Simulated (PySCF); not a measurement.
These 2 structures share the formula C5H9ClO2. Computed with PySCF, PBE0-D3(BJ)/def2-SVP geometry optimisation, gas phase. One conformer each; no zero-point energy, no entropy. No frequencies were run at this level. Point groups hold within 0.08 Å.

Problem. Order them by energy at this level, lowest first, and give relative energies in kJ/mol.
A. `[CH3:1][C:2]([CH3:3])([CH2:4][Cl:5])[C:6](=[O:7])[OH:8]` with C1–C2–C4–Cl5 -62°, C1–C2–C6–O7 -119°, C2–C6–O8–H 180°
B. `[Cl:1][CH2:2][C@@H:3]1[CH2:4][CH2:5][O:6][CH2:7][O:8]1` with Cl1–C2–C3–C4 -65°, C2–C3–C4–C5 -171°, C3–C4–C5–O6 53°, C4–C5–O6–C7 -57°, C5–O6–C7–O8 61°

Solution. A (0.0), B (115.4).

As drawn, the lower has a C=O bond, an O–H bond and a C(=O)–O unit, which the higher lacks.

```tsv
SMILES	E (Eh)	E rel (kJ/mol)	dipole (D)	point group	A, B, C (MHz)
CC(C)(CCl)C(=O)O	-805.70147	0.0	2.20	Cs	3113, 1041, 942.3
ClC[C@@H]1CCOCO1	-805.65751	115.4	0.83	C1	4250, 925.2, 798.3
```
